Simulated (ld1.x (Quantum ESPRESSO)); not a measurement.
# An all-electron radial function and its pseudo partner (Er)

Columns: radius, all-electron u(r) and pseudo u(r) of the 5p shell (level -30.59 eV) of erbium in the configuration [Kr] 4d10 4f11 5s2 5p6 5d1 6s1.5 6p0.5; LDA (PZ), scalar-relativistic, TM semilocal scheme, ld1.x (Quantum ESPRESSO) 7.5.

```csv
r (bohr),all-electron,pseudo
0.113,-0.1744,-0.0132
0.225,-0.1566,-0.0521
0.338,0.3541,-0.1170
0.450,0.4760,-0.2054
0.563,0.2517,-0.3167
0.675,-0.0921,-0.4442
0.788,-0.4195,-0.5817
0.900,-0.6685,-0.7141
1.013,-0.8339,-0.8280
1.125,-0.9230,-0.9069
1.238,-0.9539,-0.9437
1.350,-0.9424,-0.9389
1.463,-0.9022,-0.9017
1.575,-0.8447,-0.8447
1.688,-0.7771,-0.7771
1.800,-0.7061,-0.7061
1.913,-0.6344,-0.6344
2.025,-0.5659,-0.5659
2.138,-0.5009,-0.5009
2.250,-0.4415,-0.4415
2.363,-0.3869,-0.3869
2.475,-0.3381,-0.3381
2.588,-0.2943,-0.2943
2.700,-0.2557,-0.2557
2.813,-0.2214,-0.2214
2.925,-0.1916,-0.1916
```

Q: How many radial nodes do the two functions have?

A: The all-electron 5p function has n − l − 1 = 3 (the table is too coarse to show those close to the nucleus); the pseudo-wave has 0, since the states of the same l below it are removed with the core.

Q: At about which radius was the pseudo-wave matched?

A: 1.65 bohr, where the columns begin to agree (steps of 0.11 bohr).

Q: Is the pseudo-wave norm-conserving?

A: Yes: the TM semilocal scheme keeps the norm inside the radius equal to the all-electron one, which fixes the energy derivative of the logarithmic derivative at the level.
